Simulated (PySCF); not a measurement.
# Spin states of GeBr⁺

Unrestricted PBE0; Ge def2-TZVPPD, Br def2-TZVPPD; no relativity (PySCF 2.14). Outer shells of the fragments: Ge+ 3d10 4s2 4p1; Br 3d10 4s2 4p5.

Followed along the bond (rough minima from three points):

```json
{"2Ms+1": "1", "unpaired": "none", "⟨S²⟩ at the start": "0.00", "R at minimum (Å)": "2.21", "Te (eV)": "0.00"}
{"2Ms+1": "3", "unpaired": "π ↑↑", "⟨S²⟩ at the start": "2.01", "R at minimum (Å)": "none in the scan", "Te (eV)": "≤ 3.32"}
```

Solutions found at the starting distance of 2.375 Å, counted from the lowest of them; the search is not exhaustive and high or unbound solutions are not listed, so other states can lie among these:

| 2Ms+1 | unpaired | term | E (eV) | ⟨S²⟩ | ⟨Lz²⟩ | μ (D) |
| --- | --- | --- | --- | --- | --- | --- |
| 1 | none | ¹Σ⁺ | 0.00 | 0.00 | 0.00 | -4.37 |
| 3 | π ↑↑ | mixed | 3.35 | 2.01 | 2.01 | -0.40 |
| 3 | σ ↑, π ↑ | ³Π | 3.40 | 2.01 | 1.01 | -2.92 |
| 3 | π ↑↑ | mixed | 3.53 | 2.01 | 2.01 | -0.43 |
| 1 | π ↑↓ | mixed | 3.55 | 1.01 | 2.01 | -0.45 |
| 3 | σ ↑↑ | ³Σ⁺ | 5.84 | 2.00 | 0.00 | -2.83 |
| 3 | σ ↑, π ↑ | ³Π | 5.92 | 2.01 | 1.01 | -0.84 |

A term symbol is given only where ⟨S²⟩ and ⟨Lz²⟩ are close to those of a pure state; real π, δ and φ orbitals otherwise mix terms. A positive dipole points towards Br; it is taken about the centre of mass and depends on that origin.

Counting both spins, an empty level lies below a filled one in some of these solutions, because spin and occupation are held.
